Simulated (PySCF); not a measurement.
**Vibration and rotation of BAs**

ROHF-CCSD(T) constants of BAs, ³Π (triplet), unpaired electrons σ ↑, π ↑ (basis B def2-TZVPPD, As def2-TZVPPD; no relativity; PySCF 2.14; masses 11.0093 and 74.9216 u):

```
ωe           : 790.3 cm⁻¹
ωexe         : 4.71 cm⁻¹
Be           : 0.50519 cm⁻¹
αe           : 0.00397 cm⁻¹
De to B + As : 2.73 eV
```

Problem. What force constant and bond length do these constants imply?

Solution. Reduced mass μred = 9.5988 u; k = 5.8918×10⁻⁷·μred·ωe² (u, cm⁻¹, mdyn/Å) = 3.53 mdyn/Å; Re = √(16.8576/(μred·Be)) (u, cm⁻¹, Å) = 1.864 Å.

Problem. Estimate the centrifugal constant D from the Kratzer relation and find the Dunham coefficient a1.

Solution. D = 4Be³/ωe² = 8.26e-07 cm⁻¹; a1 = −1 − αeωe/(6Be²) = -3.05.

Correlated steps freeze 10 core orbitals. Spin–orbit coupling is left out. The state was picked by a PBE0 search and need not be the measured ground state.
